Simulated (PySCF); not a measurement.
# Rh (rhodium, neutral) across methods

[Kr] 4d8 5s1, high-spin 4F determinant. Calculation: PySCF 2.14, in ANO-RCC-VTZP; the spin-free X2C one-electron Hamiltonian (Gaussian nucleus).

```tsv
method	E (hartree)	mean ε 4d α (eV)	mean ε 4d β (eV)	mean ε 5s α (eV)	Σ⟨r²⟩ (bohr²)	⟨S²⟩
UHF	-4781.04382	-12.400	-10.669	-6.494	51.96	3.754
LDA	-4778.27	-6.780	-5.485	-5.032	51.05	3.750
wB97X-V	-4783.19	-10.511	-9.341	-6.927	51.07	3.751
r2SCAN0	-4783.45	-8.384	-6.951	-5.546	50.52	3.752
PBE	-4783.09	-6.573	-5.296	-4.767	51.11	3.751
PBE0	-4783.15	-8.184	-6.811	-5.337	50.88	3.751
r2SCAN	-4783.48	-6.809	-5.430	-4.971	50.56	3.752
BP86	-4784.07	-6.696	-5.488	-4.947	50.99	3.751
```
